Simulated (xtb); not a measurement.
In(Cl)(Me)(OMe) (C2H6ClInO), SMILES C[O][In]([CH3])[Cl]. All values are semi-empirical tight-binding results from xtb (GFN2-xTB unless named), good for trends rather than for accurate numbers. The structure is a stationary point at GFN2-xTB. The structure was generated by enumeration; whether it is a known compound was not checked. Other conformers were not sampled.

Optimised geometry:

Bonded distances (Å): In1–Cl2 2.292, In1–C3 2.242, In1–O7 2.001, C3–H4 1.086, C3–H5 1.084, C3–H6 1.086, O7–C8 1.403, C8–H9 1.095, C8–H10 1.095, C8–H11 1.098. Angles (°): Cl2–In1–C3 132.5, Cl2–In1–O7 107.7, C3–In1–O7 119.9, In1–C3–H4 108.4, In1–C3–H5 107.4, In1–C3–H6 108.4, H4–C3–H5 111.0, H4–C3–H6 110.6, H5–C3–H6 111.0, In1–O7–C8 126.7, O7–C8–H9 109.3, O7–C8–H10 109.2, O7–C8–H11 113.0, H9–C8–H10 108.8, H9–C8–H11 108.3, H10–C8–H11 108.2.

For metal compounds this method's bond lengths and energies can be far off.

Computed properties:
```
Quantity                                       Value
-------------------------------------  -------------
orbital gap                                  2.89 eV
zero-point energy                      46.2 kcal/mol
G − E(el) at 298.15 K (modified RRHO)  22.9 kcal/mol
```

Question: Give the atomic charges and the Wiberg bond orders between heavy atoms. (Estimate from the structure and the level; the computed values follow.)

Answer: charges (e) In1 0.27, Cl2 -0.15, C3 -0.15, H4 0.09, H5 0.08, H6 0.09, O7 -0.41, C8 0.06, H9 0.04, H10 0.04, H11 0.04. Bond orders In1–Cl2 1.06, In1–C3 0.74, In1–O7 0.89, O7–C8 1.01.
